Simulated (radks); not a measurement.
Calculated with a radial shooting solver on a logarithmic mesh with Libxc functionals: scalar-relativistic Kohn-Sham, LB94 model potential, spin-polarised, spherical densities, finite nucleus; open shells are filled with parallel spins first; Fermi nuclear charge, rms radius of each element as measured or else 0.836 A^(1/3) + 0.57 fm. Response by self-consistent Sternheimer equations with the Hartree and adiabatic LDA kernel, the relativistic mass of each level held fixed and spin-orbit coupling left out. For heavy and open-shell atoms this level of theory can miss by tens of per cent. Rank V3+, Mn5+, Ni8+, Ca, Co7+, Sc+, Fe6+, Cr4+, Ti2+ (NIST ground configurations) by static dipole polarisability, largest first.

Answer. Ca 121.0, Sc+ 45.54, Ti2+ 4.442, V3+ 2.213, Cr4+ 1.368, Mn5+ 0.9378, Fe6+ 0.6831, Co7+ 0.5178, Ni8+ 0.4041 bohr^3.
